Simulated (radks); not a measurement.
The numbers below are computed, except where a source is named.
Polarisability of neutral platinum, [Xe] 4f14 5d9 6s1, at imaginary frequency. Code: a radial shooting solver on a logarithmic mesh with Libxc functionals. Model: non-relativistic Kohn-Sham, LDA (Slater exchange, VWN5 correlation), spin-unpolarised, spherical densities, point nucleus; relativity is left out, which matters for an element this heavy. Response by self-consistent Sternheimer equations with the Hartree and adiabatic LDA kernel.

| w (hartree) | alpha1(iw) (bohr^3) |
|---|---|
| 0.00266 | 56.98 |
| 0.0143 | 56.55 |
| 0.0360 | 54.32 |
| 0.0697 | 48.48 |
| 0.118 | 39.13 |
| 0.186 | 29.12 |
| 0.280 | 20.86 |
| 0.413 | 14.74 |
| 0.605 | 10.27 |
| 0.892 | 6.923 |
| 1.35 | 4.365 |
| 2.12 | 2.457 |
| 3.59 | 1.162 |
| 6.94 | 0.4279 |
| 17.5 | 0.1040 |

Static values: alpha1 = 56.99 bohr^3 (8.446 angstrom^3; uncoupled 98.05). C6 = 526.0, triple-dipole C9 = 19650 atomic units. One-pole (London) frequency 4 C6 / (3 alpha1^2) = 0.216 hartree, against 0.161 for minus the highest occupied eigenvalue. The dipole shielding factor is 1.000, as the force sum rule N/Z = 1.000 demands. Recommended static value: 48 bohr^3 (Schwerdtfeger and Nagle, 2023 table).

Beside tabulated values, note that spin-unpolarised runs miss the spin-polarisation part of the exchange energy of open shells.
